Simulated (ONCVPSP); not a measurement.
**neodymium (Nd): what ONCVPSP 4.0.1 does with a changed input**

Command:

```bash
oncvpsp.x < Nd.dat > Nd.out
```

Input:

```
# ATOM AND REFERENCE CONFIGURATION
# atsym  z   nc   nv     iexc    psfile
  Nd 60.00    9    5  -116133      upf
#
#   n    l    f
    1    0    2.00
    2    0    2.00
    2    1    6.00
    3    0    2.00
    3    1    6.00
    3    2   10.00
    4    0    2.00
    4    1    6.00
    4    2   10.00
    4    3    3.50
    5    0    2.00
    5    1    6.00
    5    2    0.50
    6    0    3.50
#
# PSEUDOPOTENTIAL AND OPTIMIZATION
# lmax
    3
#
#   l,   rc,      ep,       ncon, nbas, qcut
    0    2.20    0.00    4    8    7.00
    1    1.70    0.00    4    8    4.70
    2    3.70    0.00    4    9    5.10
    3    0.90    0.00    5   10   21.20
#
# LOCAL POTENTIAL
# lloc, lpopt,  rc(5),   dvloc0
    4    3    0.80    0.00
#
# VANDERBILT-KLEINMAN-BYLANDER PROJECTORs
# l, nproj, debl
    0    2    1.90
    1    3    1.80
    2    2    3.60
    3    2    2.50
#
# MODEL CORE CHARGE
# icmod, fcfact, rcfact
    0    0.00    0.00
#
# LOG DERIVATIVE ANALYSIS
# epsh1, epsh2, depsh
   -3.00    5.00    0.02
#
# OUTPUT GRID
# rlmax, drl
    6.00    0.01
#
# TEST CONFIGURATIONS
# ncnf
    4
# nvcnf
#   n    l    f
    5
    4    3    4.00
    5    0    2.00
    5    1    6.00
    5    2    0.00
    6    0    2.00
#
    5
    4    3    4.00
    5    0    2.00
    5    1    6.00
    5    2    0.00
    6    0    1.00
#
    5
    4    3    4.00
    5    0    2.00
    5    1    6.00
    5    2    0.00
    6    0    0.00
#
    5
    4    3    4.00
    5    0    2.00
    5    1    5.00
    5    2    0.00
    6    0    2.00
#
```

This is an input that runs to its end, with one change: occupation of the last valence shell set to 3.50. The unchanged file is no sound one. Note: ghosts flagged at negative energy: s at -384.8 eV; GHOST(+) flagged for p at 83.6 eV, d at 161.3 eV. A true bound ghost makes a file unfit for plane-wave use.

**Question.** How does the run end?

**Answer.** The program refuses the input: "test_data: reference configuration is negative ion".

```
ONCVPSP  (Optimized Norm-Conservinng Vanderbilt PSeudopotential)
scalar-relativistic version 4.0.1

test_data: reference configuration is negative ion
ERROR: test_data found   1 ERROR; stopping
```
